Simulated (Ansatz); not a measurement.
Two structures of GeH6O, closed shell, reached by relaxing down either side of one saddle point (PBE0-D4/def2-TZVP). Energies are electronic, without zero-point energy. Computed with Ansatz 0.2.0 (basis: def2-TZVPP and def2-QZVPP); correlated methods freeze the cores. Filled d shells of the heavier atoms are correlated. The def2 sets are not built for correlating such inner shells, so the correlated values are less sure here. Extrapolation: Hartree–Fock as exp(−7.88 √X), correlation as X^−2.97. First:

```json
{"atom": "Ge1", "x (Å)": "-0.5156", "y (Å)": "0.6882", "z (Å)": "0.9420"}
{"atom": "H2", "x (Å)": "-1.5166", "y (Å)": "0.3419", "z (Å)": "-0.1689"}
{"atom": "H3", "x (Å)": "0.1194", "y (Å)": "-0.5955", "z (Å)": "1.4919"}
{"atom": "H4", "x (Å)": "-1.2848", "y (Å)": "1.3774", "z (Å)": "2.0847"}
{"atom": "H5", "x (Å)": "0.5610", "y (Å)": "1.6401", "z (Å)": "0.4157"}
{"atom": "H6", "x (Å)": "0.4201", "y (Å)": "-0.8891", "z (Å)": "-2.1719"}
{"atom": "O7", "x (Å)": "1.0585", "y (Å)": "-0.8318", "z (Å)": "-1.4571"}
{"atom": "H8", "x (Å)": "1.1580", "y (Å)": "-1.7311", "z (Å)": "-1.1362"}
```

Second:

```xyz
8
angstrom
Ge 0.4001 0.0996 1.1448
H -1.4206 0.8076 -2.7138
H 1.5769 -0.3989 2.0056
H -0.9332 -0.2320 1.8419
H 0.5198 1.5949 0.8402
H -0.9615 0.4445 -2.2475
O 0.4544 -0.6809 -0.4595
H 0.3640 -1.6348 -0.4117
```

**Question.** Which bonds change from the first to the second?

**Answer.** GeH₄ + H₂O → GeH₄O ([OH][GeH3]) + H₂; bonds formed: Ge1–O7, H2–H6; bonds broken: Ge1–H2, H6–O7.

**Question.** Give the saddle point's structure and its height above each. (To be estimated.)

**Answer.** By the calculation: 2.238 eV above the first and 2.164 eV above the second (CCSD(T) at an estimated basis limit (MP2 extrapolated from triple and quadruple zeta, plus CCSD(T) − MP2 in triple zeta)).
```
8
angstrom
Ge -0.0226 0.3998 0.6249
H -0.9362 0.6191 -1.0404
H 0.9632 -0.3578 1.5624
H -1.4160 0.1975 1.2433
H 0.4617 1.8501 0.5347
H -0.2614 -0.2032 -1.2931
O 0.6483 -0.7752 -0.8749
H 0.5631 -1.7303 -0.7568
```

No T1 diagnostic of these runs exceeds 0.014.

Labels in which every atom is bracketed show which atoms are joined, not bond orders.

For scale, one of the runs: CCSD(T)/def2-TZVPP, 163 basis functions (an equivalent command: `ansatz run in.yaml --threads 2`). The run took 20 s on 2 CPU threads (shared host), with 1.3 GiB of host memory at its peak.
